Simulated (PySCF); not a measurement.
From one molecule to another.

First species: C6H11FOSi.
InChI=1S/C6H11FOSi/c1-3-5-6(7,4-2)9-8/h8H,4,9H2,1-2H3/t6-/m0/s1

Second species: C4H15NOSi3.
SMILES with atom numbers: `[CH3:1][NH:2][SiH2:3][Si@@H:4]([O:5][SiH3:6])[CH:7]1[CH2:8][CH2:9]1` (hydrogens: H10, H11, H12 on C1; H13 on N2; H14, H15 on Si3; H16 on Si4; H17, H18, H19 on Si6; H20 on C7; H21, H22 on C8; H23, H24 on C9)

Cartesian coordinates in Å at the GFN2-xTB level; atoms count from 1:
```xyz
24
C4H15NOSi3 angstrom
C      3.5980   -0.3983   -0.3060
N      2.2644   -0.3077    0.2337
Si     1.1610    0.9296   -0.2360
Si    -0.7990    0.4906    0.8696
O     -1.8578    1.6572    0.4505
Si    -2.5596    2.9326   -0.2425
C     -1.6216   -1.1496    0.4222
C     -1.0006   -2.4376    0.8873
C     -0.9730   -2.0864   -0.5608
H      4.3097    0.2462    0.2212
H      3.5704   -0.0884   -1.3474
H      3.9607   -1.4269   -0.2555
H      2.2313   -0.6525    1.1813
H      1.1245    0.8132   -1.7075
H      1.6811    2.3014   -0.0106
H     -0.7873    0.5891    2.3446
H     -3.7991    3.1498    0.5000
H     -1.6408    4.0647   -0.1228
H     -2.8086    2.5966   -1.6437
H     -2.7066   -1.1433    0.4023
H     -1.6501   -3.2366    1.2143
H     -0.0750   -2.3840    1.4413
H     -0.0257   -1.7972   -0.9925
H     -1.6080   -2.6428   -1.2352
```

Levels: PBE0/pcSseg-1 for dipole moment, HOMO energy, LUMO energy and HOMO–LUMO gap; GFN2-xTB for rotational constant A and rotational constant C. Geometries: GFN2-xTB. Each structure is a single optimised conformer of the isolated species, non-relativistic unless stated. Electronic properties by PySCF.

Dipoles, sizes and rotational constants follow the conformer. The torsions of the flexible species, by atom-mapped SMILES:
- `[CH3:1][C:2]#[C:3][C@:4]([F:5])([CH2:6][CH3:7])[SiH2:8][OH:9]`: C3–C4–C6–C7 56°, C3–C4–Si8–O9 -62°, H–O9–Si8–C4 -34°
- `[CH3:1][NH:2][SiH2:3][Si@@H:4]([O:5][SiH3:6])[CH:7]1[CH2:8][CH2:9]1`: C1–N2–Si3–Si4 177°, N2–Si3–Si4–O5 180°, Si3–Si4–O5–Si6 5°, Si3–Si4–C7–C8 72°

Values for the first species:

| Item | Value |
| --- | --- |
| Dipole moment | 1.79 D |
| HOMO energy | -7.16 eV |
| LUMO energy | 0.27 eV |
| HOMO–LUMO gap | 7.43 eV |
| Rotational constant A | 1.367 GHz |
| Rotational constant C | 0.719 GHz |

Question: Estimate the same properties for the second species, and the change in each.

Answer: 
```tsv
property	first	second	second less first
dipole moment	1.79 D	1.18 D	-0.61 D
HOMO energy	-7.16 eV	-6.72 eV	+0.44 eV
LUMO energy	0.27 eV	-0.57 eV	-0.84 eV
HOMO–LUMO gap	7.43 eV	6.15 eV	-1.28 eV
rotational constant A	1.367 GHz	1.150 GHz	-0.217 GHz
rotational constant C	0.719 GHz	0.436 GHz	-0.283 GHz
```

On the first: A dipole of 1.79 D is allowed in C1, and pure rotational transitions are dipole-allowed. In atomic units the dipole is 0.70 e·bohr (1 au = 2.5417 D).

On the second: The dipole equals about 3.9 × 10⁻³⁰ C·m (1 D = 3.33564 × 10⁻³⁰ C·m). A dipole of 1.18 D is allowed in C1, and pure rotational transitions are dipole-allowed.
